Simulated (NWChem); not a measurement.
# Excited singlets of H3S2 (+1) by symmetry

SMILES: [SH2+]S
```xyz
5

S     -0.5847    -0.9164     0.0000
S      0.5567     0.8300     0.0000
H      0.5335    -1.6858     0.0000
H     -0.0434     1.5340     1.0045
H     -0.0434     1.5340    -1.0045
```
Charge +1, spin multiplicity 1.

Program: NWChem. Structure: optimised with PBE0/def2-SVP, a minimum by its harmonic frequencies. It is one conformer; others weren't searched.

Basis set: aug-cc-pVDZ. Symmetry labels belong to the abelian group Cs used in the runs, with the axes of the coordinates shown. Entries are the lowest vertical excitation energy of each symmetry in eV (for CIS and TDDFT among the lowest few roots); a state of one symmetry need not have the same character in every method. Symmetries that some method's roots don't reach, or where a double excitation leads the EOM-CCSD root, are left out.

The correlated methods keep 10 core orbitals frozen. B3LYP has NWChem's definition, with VWN1-RPA local correlation. The structure started from a generated list of species. Coupled-cluster values serve here as a point of comparison, not as the truth.

```json
[
 {"method": "CIS", "a\"": "4.70", "a'": "7.61"},
 {"method": "TD-PBE", "a\"": "4.02", "a'": "5.65"},
 {"method": "TD-B3LYP", "a\"": "4.11", "a'": "6.14"},
 {"method": "TDA-LDA (SVWN5)", "a\"": "4.00", "a'": "5.70"},
 {"method": "EOM-CCSD", "a\"": "4.43", "a'": "6.86"}
]
```
